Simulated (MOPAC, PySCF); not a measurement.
C9H9B2N, SMILES `c1(B)cnc2c(c1)cc(cc2)B`, neutral singlet in the gas phase. 

Cartesian coordinates (Å):
```xyz
21

B     -3.7025    -0.6120    -1.0055
C     -2.3884    -0.0967    -0.3797
C     -2.3746     0.9702     0.5856
C     -1.2001     1.4369     1.1507
C      0.0528     0.8636     0.7862
N      1.1940     1.3491     1.3645
C      2.3430     0.8013     1.0104
C      2.5073    -0.2717     0.0613
B      3.8961    -0.8445    -0.2859
C      1.3325    -0.7616    -0.5250
C      0.0703    -0.2107    -0.1819
C     -1.1560    -0.6634    -0.7407
H     -4.7701    -0.1189    -0.6907
H     -3.6729    -1.5172    -1.8193
H     -3.3360     1.4222     0.8765
H     -1.1858     2.2521     1.8886
H      3.2493     1.2131     1.4933
H      3.9927    -1.7512    -1.0924
H      4.8964    -0.3952     0.2418
H      1.3810    -1.5823    -1.2602
H     -1.1291    -1.4831    -1.4776
```
Charge 0, spin multiplicity 1.

All levels are single points at this geometry (PBE-D3(BJ)/def2-SVP); Pople sets use spherical d functions. Orbital energies aren't observables, and empty levels follow the basis.

SVWN5/6-31G* in PySCF gives dipole (D) = 0.58.

Q: Estimate the dipole (D) from each of these levels: PBE-D3(BJ)/def2-TZVP in PySCF; B3LYP/3-21G in PySCF; B3LYP/6-311+G** in PySCF; B3LYP/6-31G* in PySCF; BP86/6-31G* in PySCF; PBE/6-31G* in PySCF; HF/3-21G in PySCF; HF/6-31G* in PySCF; HF/STO-3G in PySCF; AM1 in MOPAC; PM6 in MOPAC; PM7 in MOPAC.

A: 
```json
[
 {"level": "PBE-D3(BJ)/def2-TZVP in PySCF", "dipole (D)": "0.59"},
 {"level": "B3LYP/3-21G in PySCF", "dipole (D)": "0.76"},
 {"level": "B3LYP/6-311+G** in PySCF", "dipole (D)": "0.91"},
 {"level": "B3LYP/6-31G* in PySCF", "dipole (D)": "0.73"},
 {"level": "BP86/6-31G* in PySCF", "dipole (D)": "0.57"},
 {"level": "PBE/6-31G* in PySCF", "dipole (D)": "0.56"},
 {"level": "HF/3-21G in PySCF", "dipole (D)": "1.34"},
 {"level": "HF/6-31G* in PySCF", "dipole (D)": "1.30"},
 {"level": "HF/STO-3G in PySCF", "dipole (D)": "1.34"},
 {"level": "AM1 in MOPAC", "dipole (D)": "1.44"},
 {"level": "PM6 in MOPAC", "dipole (D)": "1.91"},
 {"level": "PM7 in MOPAC", "dipole (D)": "2.13"}
]
```
